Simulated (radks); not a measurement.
Task: The table gives one normalised radial function P(r) = r R(r) of W22+ in [Kr] 4d10 4f6 (r in bohr). Method: non-relativistic Kohn-Sham, LDA (Slater exchange, Perdew-Wang correlation), spin-unpolarised, spherical densities, point nucleus; relativity is left out, which matters for an element this heavy; computed with a radial shooting solver on a logarithmic mesh with Libxc functionals.

| r | P |
|---|---|
| 0.002064 | 0.1786 |
| 0.002327 | 0.1973 |
| 0.002624 | 0.2174 |
| 0.002982 | 0.2402 |
| 0.003362 | 0.2627 |
| 0.003821 | 0.2878 |
| 0.004309 | 0.3119 |
| 0.004858 | 0.3361 |
| 0.005521 | 0.3613 |
| 0.006225 | 0.3836 |
| 0.007075 | 0.4047 |
| 0.007978 | 0.4207 |
| 0.008995 | 0.4315 |
| 0.01022 | 0.4354 |
| 0.01153 | 0.4298 |
| 0.0131 | 0.4114 |
| 0.01477 | 0.3803 |
| 0.01665 | 0.3336 |
| 0.01893 | 0.2647 |
| 0.02134 | 0.1812 |
| 0.02426 | 0.0721 |
| 0.02735 | -0.0473 |
| 0.03083 | -0.1794 |
| 0.03505 | -0.3269 |
| 0.03951 | -0.4616 |
| 0.04455 | -0.5805 |
| 0.05063 | -0.6734 |
| 0.05709 | -0.7119 |
| 0.06489 | -0.6842 |
| 0.07316 | -0.5818 |
| 0.08249 | -0.4014 |
| 0.09375 | -0.1310 |
| 0.1057 | 0.1740 |
| 0.1201 | 0.5137 |
| 0.1355 | 0.7958 |
| 0.1527 | 0.9883 |
| 0.1736 | 1.0396 |
| 0.1957 | 0.9089 |
| 0.2224 | 0.5741 |
| 0.2508 | 0.1099 |
| 0.2828 | -0.4335 |
| 0.3214 | -1.0023 |
| 0.3624 | -1.4312 |
| 0.4118 | -1.6995 |
| 0.4643 | -1.7439 |
| 0.5236 | -1.6053 |
| 0.595 | -1.3156 |
| 0.6709 | -0.9855 |
| 0.7625 | -0.6467 |
| 0.8597 | -0.3891 |
| 0.9694 | -0.2077 |
| 1.102 | -0.0919 |
| 1.242 | -0.0368 |
| 1.412 | -0.0116 |
| 1.592 | -0.0032 |

Which n and l does it have? It may be an empty orbital.

Result: n = 4, l = 0: the number of nodes gives n - l - 1 = 3, the rise at small r (about r^(l+1)) gives l, and the extent must fit the shell. The curve is that of 4s. 4s: eigenvalue -1066.5 eV, 3 radial nodes at r = 0.0261, 0.0989, 0.257 bohr, <r> = 0.471 bohr, 90 % of the charge inside 0.670 bohr.
